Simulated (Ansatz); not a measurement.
Ansatz (a program for electronic structure) job for SeI₂, SMILES [Se](I)I, B3LYP-D3(BJ)/def2-SVP. 

Ansatz 0.2 input:
```yaml
crystal:
  periodic: [false, false, false]
  atoms:
    - {symbol: Se, position_ang: [-0.00000000, -0.00000000, 1.16200684]}
    - {symbol: I, position_ang: [-0.00000000, 1.95356725, -0.37271917]}
    - {symbol: I, position_ang: [0.00000000, -1.95356725, -0.37271917]}
basis:
  gaussian:
    orbitals: def2-SVP
hamiltonian:
  xc: b3lyp
  dispersion: d3bj
relax: {f_tol: 0.002, max_steps: 200}
```

Program output:

```
WARN ansatz: RAYON_NUM_THREADS=1 ignored (pool sized by the plan → 1); use --threads N
Functional definition: B3LYP
integrals: 0.04 GiB planned
1073 factors; integrals over basis functions are off by at most 3.2e-4 eV
mean field: 0.46 GiB planned
mean field evaluation 1: about -81549.8099 eV, gradient 9.1e0 eV
mean field evaluation 2: about -81549.7234 eV, gradient 1.1e1 eV
mean field evaluation 4: about -81549.9634 eV, gradient 5.8e-1 eV
mean field evaluation 8: about -81549.9860 eV, gradient 2.3e-2 eV
mean field -81549.98597603 eV, -2996.9067080534 hartree, gradient 5.8e-5 eV, S^2 0.000000; 0 other end points of the search recorded, 0 dependent functions left out
the calculation of the forces begins
reference -81549.98618593 eV, -2996.9067157671 hartree; 42, 42 occupied and 42, 42 virtual orbitals, 1073 factors
relax step   1: F+E_penalty+E_count = -81550.26185071 eV  Δ(F+E_penalty+E_count) = +0.000e0 eV  max|allowed force component| = 1.076e0 eV/Å  Δτ_max = 0.0000 Å  (27 SCF iters, accepted)
these checks for a lower state are left out or cut short: starts, cluster_reference, orbital_swaps, neighbouring_geometries, increment
integrals: 0.04 GiB planned
1073 factors; integrals over basis functions are off by at most 2.7e-4 eV
mean field: 0.45 GiB planned
mean field evaluation 16: about -81549.9993 eV, gradient 2.1e-1 eV
mean field -81550.01797000 eV, -2996.9078838099 hartree, gradient 5.4e-6 eV, S^2 0.000000; 0 other end points of the search recorded, 0 dependent functions left out
the calculation of the forces begins
reference -81550.01818503 eV, -2996.9078917120 hartree; 42, 42 occupied and 42, 42 virtual orbitals, 1073 factors
relax step   2: F+E_penalty+E_count = -81550.27633148 eV  Δ(F+E_penalty+E_count) = -1.448e-2 eV  max|allowed force component| = 6.332e-1 eV/Å  Δτ_max = 0.1593 Å  (33 SCF iters, accepted)
these checks for a lower state are left out or cut short: starts, cluster_reference, orbital_swaps, neighbouring_geometries, increment
integrals: 0.04 GiB planned
1073 factors; integrals over basis functions are off by at most 2.9e-4 eV
mean field: 0.45 GiB planned
mean field -81550.06015716 eV, -2996.9094341596 hartree, gradient 2.2e-5 eV, S^2 0.000000; 0 other end points of the search recorded, 0 dependent functions left out
the calculation of the forces begins
reference -81550.06037001 eV, -2996.9094419817 hartree; 42, 42 occupied and 42, 42 virtual orbitals, 1073 factors
relax step   3: F+E_penalty+E_count = -81550.32737515 eV  Δ(F+E_penalty+E_count) = -5.104e-2 eV  max|allowed force component| = 1.308e-1 eV/Å  Δτ_max = 0.0805 Å  (31 SCF iters, accepted)
these checks for a lower state are left out or cut short: starts, cluster_reference, orbital_swaps, neighbouring_geometries, increment
integrals: 0.04 GiB planned
1073 factors; integrals over basis functions are off by at most 3.0e-4 eV
mean field: 0.45 GiB planned
mean field evaluation 32: about -81550.0395 eV, gradient 1.3e-3 eV
mean field -81550.05997263 eV, -2996.9094273782 hartree, gradient 1.4e-5 eV, S^2 0.000000; 0 other end points of the search recorded, 0 dependent functions left out
the calculation of the forces begins
reference -81550.06018501 eV, -2996.9094351831 hartree; 42, 42 occupied and 42, 42 virtual orbitals, 1073 factors
relax step   4: F+E_penalty+E_count = -81550.32871160 eV  Δ(F+E_penalty+E_count) = -1.336e-3 eV  max|allowed force component| = 1.854e-2 eV/Å  Δτ_max = 0.0137 Å  (34 SCF iters, accepted)
these checks for a lower state are left out or cut short: starts, cluster_reference, orbital_swaps, neighbouring_geometries, increment
integrals: 0.04 GiB planned
1073 factors; integrals over basis functions are off by at most 3.0e-4 eV
mean field: 0.45 GiB planned
mean field -81550.06025116 eV, -2996.9094376138 hartree, gradient 1.7e-5 eV, S^2 0.000000; 0 other end points of the search recorded, 0 dependent functions left out
the calculation of the forces begins
reference -81550.06046360 eV, -2996.9094454211 hartree; 42, 42 occupied and 42, 42 virtual orbitals, 1073 factors
relax step   5: F+E_penalty+E_count = -81550.32874632 eV  Δ(F+E_penalty+E_count) = -3.472e-5 eV  max|allowed force component| = 6.591e-4 eV/Å  Δτ_max = 0.0023 Å  (26 SCF iters, accepted)
integrals: 0.04 GiB planned
1073 factors; integrals over basis functions are off by at most 3.0e-4 eV
mean field: 0.45 GiB planned
mean field -81550.06025116 eV, -2996.9094376138 hartree, gradient 1.7e-5 eV, S^2 0.000000; 1 other end points of the search recorded, 0 dependent functions left out
the calculation of the forces begins
reference -81550.06046360 eV, -2996.9094454211 hartree; 42, 42 occupied and 42, 42 virtual orbitals, 1073 factors
Total energy: -81550.32895877 eV, -2996.9193124364 hartree
Atom 0 at     0.000000    -0.000000     1.183571 Å, force     0.000000    -0.000000    -0.000659 eV/Å
Atom 1 at     0.000000     2.020936    -0.383501 Å, force    -0.000000    -0.000358     0.000330 eV/Å
Atom 2 at    -0.000000    -2.020936    -0.383501 Å, force    -0.000000     0.000358     0.000330 eV/Å
Dipole moment:    -0.000000    -0.000000    -0.002552 e Å
```

Self-consistency was reached.

Cost: roughly 27 core-seconds.
